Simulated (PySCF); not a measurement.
A calculated (B97-3, PySCF 2.14, aug-cc-pwCVDZ, no relativity, point nucleus) atom or ion has these occupied shells.

```
shell  electrons  orbital energy (eV)  rms radius, mean of both spins (bohr)
 1s α          1              -2469.8                                  0.113
 1s β          1              -2469.5                                  0.113
 2s α          1              -262.13                                  0.521
 2s β          1              -261.89                                  0.521
 2p α          3              -205.75                                  0.492
 2p β          3              -205.37                                  0.492
 3s α          1              -54.555                                   1.64
 3s β          1              -52.800                                   1.64
 3p α          1              -42.654                                   1.78
```

(1) Name the element and its charge.

Results:

(1) S³⁺ (sulfur, charge +3), in [Ne] 3s2 3p1, 2P determinant.
